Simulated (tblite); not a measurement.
C2H7BN2O.
Bonds: C1–C2, C2–O3 (double), C2–N4, N4–B5, B5–N6. Hydrogens: H7, H8, H9 on C1; H10 on N4; H11 on B5; H12, H13 on N6.

Computed with GFN2-xTB (tblite), gas phase: nudged elastic band of 9 images (0 to 8), spring 0.2 eV/Å², climbing image at the end, force threshold 0.05 eV/Å. The top image wasn't refined or checked by frequencies; at this threshold it can lie a kcal/mol or more above the true saddle point of the method.

The band describes a rotation about C2–N4 (amide carbonyl carbon, amide nitrogen), followed by the dihedral C1–C2–N4–B5, from the optimised start (180°) to a second optimised geometry at 0°.

Question: How does the energy change from image to image?

Answer: 
```json
{"image": "0", "dihedral (°)": "180", "E (kcal/mol)": "0.00", "C2–N4 (Å)": "1.360", "C1···B5 (Å)": "3.84", "largest true force (eV/Å)": "0.01"}
{"image": "1", "dihedral (°)": "-158", "E (kcal/mol)": "1.40", "C2–N4 (Å)": "1.362", "C1···B5 (Å)": "3.80", "largest true force (eV/Å)": "0.07"}
{"image": "2", "dihedral (°)": "-136", "E (kcal/mol)": "5.25", "C2–N4 (Å)": "1.370", "C1···B5 (Å)": "3.70", "largest true force (eV/Å)": "0.12"}
{"image": "3", "dihedral (°)": "-113", "E (kcal/mol)": "10.87", "C2–N4 (Å)": "1.388", "C1···B5 (Å)": "3.55", "largest true force (eV/Å)": "0.17"}
{"image": "4", "dihedral (°)": "-96", "E (kcal/mol)": "15.57", "C2–N4 (Å)": "1.413", "C1···B5 (Å)": "3.43", "largest true force (eV/Å)": "0.03"}
{"image": "5", "dihedral (°)": "-71", "E (kcal/mol)": "9.45", "C2–N4 (Å)": "1.386", "C1···B5 (Å)": "3.26", "largest true force (eV/Å)": "0.17"}
{"image": "6", "dihedral (°)": "-41", "E (kcal/mol)": "4.57", "C2–N4 (Å)": "1.371", "C1···B5 (Å)": "3.13", "largest true force (eV/Å)": "0.10"}
{"image": "7", "dihedral (°)": "-9", "E (kcal/mol)": "3.15", "C2–N4 (Å)": "1.367", "C1···B5 (Å)": "3.12", "largest true force (eV/Å)": "0.04"}
{"image": "8", "dihedral (°)": "0", "E (kcal/mol)": "2.62", "C2–N4 (Å)": "1.368", "C1···B5 (Å)": "3.13", "largest true force (eV/Å)": "0.01"}
```

Barriers of this band. The top is image 4 at -96°: 15.57 kcal/mol forward and 12.95 kcal/mol back; the end lies 2.62 kcal/mol above the start. The central bond is 0.053 Å longer at the top than at the start.

Other torsions move too; by image: C2–N4–B5–N6 (0, 2, 4, 5, 6, -1, -8, -15, 0°).

Question: What rate follows at 200 K for crossing this barrier forward?

Answer: Taking the electronic barrier for the free energy of activation (no zero-point or entropy terms, transmission 1), rate = (kT/h)·exp(−ΔE/kT) ≈ 4 × 10^-5 s⁻¹, whose inverse is 2 × 10^4 s. An error of 1 kcal/mol in the barrier changes this by a factor of 12, and the method and the loose band can each miss by that much or more.

Question: How would the two end points share their population at 200 K, from these energies alone?

Answer: exp(−ΔE/kT) with ΔE = 0.114 eV gives 0.0013 for the higher one (end) against 1 for the lower, without vibrational, rotational or degeneracy terms.

The cost below is that of the whole band run. The run took 2.6 s wall on one thread of an Arm Neoverse V1, no GPU, on a shared host, and the process peaked at 0.18 GiB of memory.
